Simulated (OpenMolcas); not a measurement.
Sb+: CASPT2 settings compared

* Program: OpenMolcas 26.06
* Basis: ANO-RCC-VDZP [6s5p3d1f]
* Scalar Hamiltonian: DKH2, point nucleus
* Active space: 4 electrons in 4 orbitals (5s 5p)
* State averaging: 2S+1 = 3 even, 3 roots; 2S+1 = 1 even, 6 roots; 2S+1 = 5 odd, 1 root; 2S+1 = 3 odd, 5 roots (0 in the spin-orbit step)
* Spin-orbit coupling: state interaction with AMFI integrals over the reference wave functions, term energies averaged over their components

Methods on the same reference wave functions:
A. CASSCF
B. SS-CASPT2, IPEA 0.4 Eh, sigma1 regulariser 0.1 Eh (closed shells correlated: 4d)
C. SS-CASPT2, IPEA 0.5 Eh, sigma1 regulariser 0.3 Eh (closed shells correlated: 4d)
D. SS-CASPT2, IPEA 0.35 Eh, sigma1 regulariser 0.25 Eh (closed shells correlated: 4s 4p 4d)

Energies in cm-1 above 5s2 5p2 3P0, the measured ground level; measured values from NIST Handbook of Basic Atomic Spectroscopic Data.

| Level | A | B | C | D | Measured |
| --- | --- | --- | --- | --- | --- |
| 5s2 5p2 3P0 | 0.0 | 0.0 | 0.0 | 0.0 | 0.0 |
| 5s2 5p2 3P1 | 2869 | 2780 | 2780 | 2780 | 3055 |
| 5s2 5p2 3P2 | 5665 | 5440 | 5440 | 5450 | 5658 |
| 5s2 5p2 1D2 | 14681 | 13340 | 13250 | 13330 | 12790 |
| 5s2 5p2 1S0 | 23568 | 25540 | 25420 | 25450 | 23906 |
| 5s 5p3 5S* 2 | 40290 | 48120 | 47970 | 48820 | 51723 |

Deviations, from unrounded energies. A percentage is the sum of absolute deviations over the sum of measured energies, with the sign that they share, or ± where signs differ.

| Against measurement | Levels | A | B | C | D |
| --- | --- | --- | --- | --- | --- |
| mean absolute deviation (cm-1) | 5 | 2800 | 1300 | 1200 | 1100 |
| fine structure of the ground term (%) | 2 | ±2.2 | -5.7 | -5.7 | -5.6 |
| other terms of the ground configuration (%) | 2 | ±6.1 | +5.9 | +5.4 | +5.7 |
| other configurations (%) | 1 | -22.1 | -7.0 | -7.3 | -5.6 |

D lies closest to measurement on these levels and A furthest from it. The largest miss of D in the table is 5s 5p3 5S* 2, by -2900 cm-1. The ranking rests on the paired levels alone, and a cruder setting can come out closer through cancelling errors.

Among B to D the level of the table that moves most is 5s 5p3 5S* 2, by 850 cm-1 (lowest in C, highest in D). Moves below CASPT2's spread within the term are not significant.

From A to B the spin-free energies of the other terms of 5s2 5p2 shown, above 3P, scale by factors of 0.85 to 1.12.

The lowest spin-free term lies below A's lowest term by 0.350 hartree in B, 0.348 hartree in C, 0.413 hartree in D.

CASPT2 breaks the degeneracy within a term, and the mean is taken; among the terms shown or strongly mixed into the levels shown the widest spread is 36 cm-1 (5s2 5p2 1D, C). Some high roots are left out of the spin-orbit mixing, which shifts the levels that they would mix with. Terms of s pⁿ other than that of highest spin mix with s² pⁿ⁻² d, which this space lacks; all of them can be thousands of cm-1 off, and some have no real level of that name. Computed and measured levels are paired by configuration, term and J; levels that our copy of the source lacks, or whose pairing is in doubt (as where it misses far off the trend of its configuration), stay unpaired and out of the deviations. Only configurations of the active space appear.

* marks odd parity.
